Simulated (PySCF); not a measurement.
First SCF of a structure search on singlet BrGeN, at a hand-made linear geometry. PySCF input:

```python
from pyscf import gto, scf, dft
mol = gto.M(atom='''
Ge     0.000000     0.000000     0.000000
N      0.000000     0.000000    -1.710000
Br     0.000000     0.000000     2.350000''',
    basis={'Ge': 'def2-TZVP', 'N': 'def2-TZVP', 'Br': 'def2-TZVP'},
    charge=0, spin=0)
mf = dft.RKS(mol, xc='PBE0')
mf.grids.atom_grid = (50, 194)
aux = {'Ge': 'def2-universal-JKFIT', 'N': 'def2-universal-JKFIT', 'Br': 'def2-universal-JKFIT'}
mf = mf.density_fit(auxbasis=aux)
mf.conv_tol = 1e-08
mf.diis_space = 10
mf.max_cycle = 60
mf.init_guess = 'minao'
mf.verbose = 4
mf.kernel()
```

Excerpt of the output (cycles and frontier levels):

```
init E= -4703.64531839711
  HOMO = -0.28479273254541  LUMO = -0.16017447518367  gap/eV = 3.39104
cycle= 1 E= -4705.00348466915  delta_E= -1.36  |g|= 1.06  |ddm|= 2.03
  HOMO = -0.244405387255131  LUMO = -0.0685030623272738  gap/eV = 4.78655
cycle= 2 E= -4701.83726725261  delta_E= 3.17  |g|= 2.94  |ddm|= 2.95
  HOMO = -0.311053221144345  LUMO = -0.160833538979649  gap/eV = 4.08769
cycle= 3 E= -4704.94837130693  delta_E= -3.11  |g|= 0.981  |ddm|= 2.94
  HOMO = -0.288849065511285  LUMO = -0.147405295457599  gap/eV = 3.84888
cycle= 4 E= -4705.18900548726  delta_E= -0.241  |g|= 0.31  |ddm|= 0.481
  HOMO = -0.290620656059832  LUMO = -0.151718526376069  gap/eV = 3.77972
cycle= 5 E= -4705.21331291543  delta_E= -0.0243  |g|= 0.147  |ddm|= 0.198
  HOMO = -0.284475201463136  LUMO = -0.146941090507905  gap/eV = 3.74249
cycle= 6 E= -4705.21685002176  delta_E= -0.00354  |g|= 0.0815  |ddm|= 0.0952
  HOMO = -0.284942212988674  LUMO = -0.145833597901831  gap/eV = 3.78534
cycle= 7 E= -4705.21781638501  delta_E= -0.000966  |g|= 0.0478  |ddm|= 0.0324
  HOMO = -0.283713001850696  LUMO = -0.14657336910356  gap/eV = 3.73176
cycle= 8 E= -4705.21831749953  delta_E= -0.000501  |g|= 0.0219  |ddm|= 0.0228
  HOMO = -0.282764889820108  LUMO = -0.146191513904046  gap/eV = 3.71635
cycle= 9 E= -4705.21843415482  delta_E= -0.000117  |g|= 0.00632  |ddm|= 0.0107
  HOMO = -0.28256703682587  LUMO = -0.146209164014099  gap/eV = 3.71049
cycle= 10 E= -4705.21844455319  delta_E= -1.04e-05  |g|= 0.0006  |ddm|= 0.0042
  HOMO = -0.282519784093152  LUMO = -0.146204367707554  gap/eV = 3.70933
cycle= 11 E= -4705.21844467033  delta_E= -1.17e-07  |g|= 6.67e-05  |ddm|= 0.000647
  HOMO = -0.282524508603643  LUMO = -0.146210852379607  gap/eV = 3.70928
cycle= 12 E= -4705.21844467144  delta_E= -1.11e-09  |g|= 1.28e-05  |ddm|= 5.55e-05
  HOMO = -0.282519498478326  LUMO = -0.146208109964146  gap/eV = 3.70922
Extra cycle  E= -4705.21844467085  delta_E= 5.91e-10  |g|= 5.03e-05  |ddm|= 3.85e-05
converged SCF energy = -4705.21844467085
```

No lower solution of this spin was found by a stability analysis within the restricted form, which does not test spin polarisation.

The search for the lowest solution, with the stability check, took 11 s on 4 threads of a shared Arm Neoverse N1 host, with 127 basis functions; the process peaked at 0.39 GiB.
